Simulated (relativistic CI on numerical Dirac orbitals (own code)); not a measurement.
## Ti3+: 2p photoemission

Computed with this model: Dirac-Coulomb-Breit CI, separate exchange-only KLI orbitals for each configuration, QED by a radiative potential, valence Slater integrals scaled by 0.8, multiplet model of photoemission in the sudden approximation; configurations [Ar] 3d → [He] 2s2 2p5 3s2 3p6 3d; 80 K; Lorentzian 0.5 eV and Gaussian 0.6 eV FWHM. Energies are those of the free ion, without screening or charge transfer. The energies are binding energies and can lie tens of eV above those of solids. S is read from ⟨S²⟩ = S(S + 1).

Field parameters in Wybourne normalisation: Oh B⁴₀ = 21Dq, B⁴₄ = √(5/14) B⁴₀. The field is a parameter set, without covalency.

free ion: ground-state S = 0.50, centroid 506.73 eV. Peaks (eV, height): 504.6 (100), 507.0 (14), 510.2 (53), 512.4 (29).

Oh, 10Dq = 4100 cm⁻¹: ground-state S = 0.50, centroid 506.74 eV. Peaks (eV, height): 504.6 (100), 507.2 (14), 510.3 (60), 512.6 (17).

Oh, 10Dq = 11400 cm⁻¹: ground-state S = 0.50, centroid 506.75 eV. Peaks (eV, height): 504.6 (100), 507.8 (10), 510.3 (57), 513.2 (9).

Oh, 10Dq = 18650 cm⁻¹: ground-state S = 0.50, centroid 506.75 eV. Peaks (eV, height): 504.7 (100), 508.5 (9), 510.3 (56), 511.2 (31).

Oh, 10Dq = 33150 cm⁻¹: ground-state S = 0.50, centroid 506.75 eV. Peaks (eV, height): 504.7 (100), 510.3 (55), 511.7 (27).

Oh, 10Dq = 40400 cm⁻¹: ground-state S = 0.50, centroid 506.75 eV. Peaks (eV, height): 504.8 (100), 510.5 (53), 512.0 (21).

Strongest unbroadened transitions for Oh, 10Dq = 11400 cm⁻¹:

```tsv
Energy (eV)	Relative strength
503.72	32.7
503.98	81.6
504.34	13.5
504.35	24.9
504.48	100.0
504.72	80.5
504.80	32.5
504.95	49.2
505.15	72.4
505.55	7.3
505.85	18.0
505.98	7.0
507.81	23.5
510.26	93.0
510.29	66.9
510.46	9.7
511.13	71.1
513.19	26.2
```
